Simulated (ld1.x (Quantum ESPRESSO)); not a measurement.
**Ranking TM potentials for beryllium (Be)**

All share these settings but for the change named:

ld1.x (Quantum ESPRESSO) 7.5 input, shortened:

```
&input
   title='Be', zed=4., rel=1, dft='PBE', iswitch=3,
   config='[He] 2s1 2p1'
 /
 &inputp
   pseudotype=2, tm=.true., lloc=0,
   nlcc=.false.
 /
2
2P  2  1   1.00   0.00  2.60  2.60  0.0
2S  1  0   1.00   0.00  2.20  2.20  0.0
 &test
   configts(1)='2s1 2p1'
 /
```

Cutoff: the first of the cutoffs (Ry, on a coarse ladder) from which the occupation-weighted sum of valence levels, in a spherical-Bessel basis at the reference potential, stays within 10 and 1 mRy of its value at 400 Ry; the density cutoff is not measured.

The base gives 10 Ry.

Of 9 variants that were run, those that failed, showed a ghost or another fault, or gave nearly equal values are left out.

A variant can come out equal or close to the base.

(1) Rank these variants from softest to hardest (loose cutoff).
A. all radii scaled by about 0.75 (s 1.64, p 1.94 bohr)
B. all radii scaled by about 1.24 (s 2.74, p 3.22 bohr)
C. type PAW; waves now 2s (bound): rcut 1.90, rcutus 2.20 bohr; 2s channel at 0.25 Ry: rcut 1.90, rcutus 2.20 bohr; 2p (bound): rcut 2.25, rcutus 2.60 bohr; 2p channel at 4.25 Ry: rcut 2.25, rcutus 2.60 bohr; local potential all-electron potential smoothed inside 2.05 bohr (lloc = -2); core correction a·sin(br)/r model core, default radius (ld1.x builds one for every PAW set, though the input has nlcc=.false.); augmentation PSQ, inside the norm-conserving radii
D. wave 2p (bound): rc 2.60 bohr becomes 2p (bound): rc 2.86 bohr

Results:

(1) C (6 Ry), B (8 Ry), D (10 Ry), A (15 Ry).
